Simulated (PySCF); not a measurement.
Computed shifts of a molecule CH₁₃NSi₄, PBE/pcSseg-1 run with PySCF, GIAO, gas phase, atoms alike by connectivity averaged where their shifts nearly agree, in ppm (number of nuclei): ²⁹Si: -57.2 (1), -74.4 (1), -110.3 (1), -125.5 (1). ¹⁵N: 20.0 (1). ¹³C: 35.1 (1). ¹H: 5.09 (3), 4.50 (1), 4.04 (1), 3.97 (3), 3.77 (1), 3.68 (1), 3.37 (1), 2.73 (1), -0.28 (1). References: ²⁹Si against TMS (σ = 335.4 ppm); ¹⁵N against NH3 (σ = 267.0 ppm); ¹³C against TMS (σ = 182.0 ppm); ¹H against TMS (σ = 31.49 ppm), references at their B3LYP-D3(BJ)/def2-TZVP geometries, non-relativistic. The structure is a stationary point at PBE0-D3(BJ)/def2-SVP. The values are those of a single conformer.

Task: Which molecule gave these data?
A) C[SiH2]N([SiH3])[SiH2][SiH3]
B) C[SiH2][SiH2][Si@H](N)[SiH3]
C) N[SiH2][C@@H]([SiH3])[SiH2][SiH3]
D) [SiH3]NC[SiH2][SiH2][SiH3]

Result: D, [SiH3]NC[SiH2][SiH2][SiH3]
